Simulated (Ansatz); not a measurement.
C₂H₈Ge⁺, that is GeMe2H2 with one electron fewer. Charge 1, multiplicity 2. Geometry PBE-D4/def2-SVP, that of the neutral singlet; atoms count from 1.

```xyz
11

Ge    0.259   -0.691    0.229
C    -0.184   -0.215   -1.631
H    -0.003   -1.073   -2.308
H     0.439    0.637   -1.969
H    -1.250    0.076   -1.710
C    -0.052    0.845    1.423
H     0.194    0.582    2.470
H    -1.114    1.157    1.379
H     0.580    1.703    1.118
H     1.751   -1.128    0.316
H    -0.620   -1.893    0.684
```

Q: Estimate the Mulliken populations from the PBE0/def2-TZVP orbitals of Ansatz.

A: 
| atom | charge (e) | spin (α − β) |
| --- | --- | --- |
| Ge1 | 0.19 | 0.19 |
| C2 | -0.39 | 0.39 |
| H3 | 0.24 | 0.04 |
| H4 | 0.22 | 0.00 |
| H5 | 0.22 | 0.00 |
| C6 | -0.39 | 0.39 |
| H7 | 0.24 | 0.04 |
| H8 | 0.22 | 0.00 |
| H9 | 0.22 | 0.00 |
| H10 | 0.12 | -0.02 |
| H11 | 0.12 | -0.02 |
Mulliken values depend strongly on the basis.

Q: Where does the spin sit?

A: Summed by element: Ge 0.19, C 0.78, H 0.02, of 1 unpaired in all. Largest on single atoms: C6 0.39, C2 0.39, Ge1 0.19.

Q: And the Mayer bond orders between heavy atoms (over 0.3)?

A: Ge1–C2 0.74 (1.97 Å); Ge1–C6 0.74 (1.97 Å).
